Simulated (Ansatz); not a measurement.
`OB(O)Br`, relaxed with RKS PBE0-D4/def2-TZVP in Ansatz 0.2.0 from a PBE-D4/def2-SVP geometry. The force threshold is 0.005 eV/Å; the program also tests the step.

Charge 0, multiplicity 1.

Start:

```xyz
6

O     0.116   -0.588   -0.988
B    -0.093    0.040    0.206
O     0.611    1.145    0.559
Br   -1.421   -0.625    1.469
H    -0.459   -1.365   -1.106
H     1.245    1.393   -0.140
```

**Question.** By how much does the energy fall, and how many steps does the optimiser take? (Estimate.)

**Answer.** Ansatz gave: 1.63 kJ/mol, in 5 steps.

**Question.** Which bonds change most? (An estimate is asked.)

**Answer.** Computed: O1–H5 from 0.973 to 0.960 Å; O3–H6 from 0.976 to 0.963 Å; B2–Br4 from 1.949 to 1.936 Å; O1–B2 from 1.365 to 1.354 Å.

**Question.** Give the relaxed structure. (Estimate.)

**Answer.** Ansatz gave: 
```xyz
6

O     0.109   -0.589   -0.977
B    -0.094    0.039    0.206
O     0.609    1.135    0.549
Br   -1.411   -0.618    1.463
H    -0.451   -1.357   -1.108
H     1.239    1.390   -0.133
```
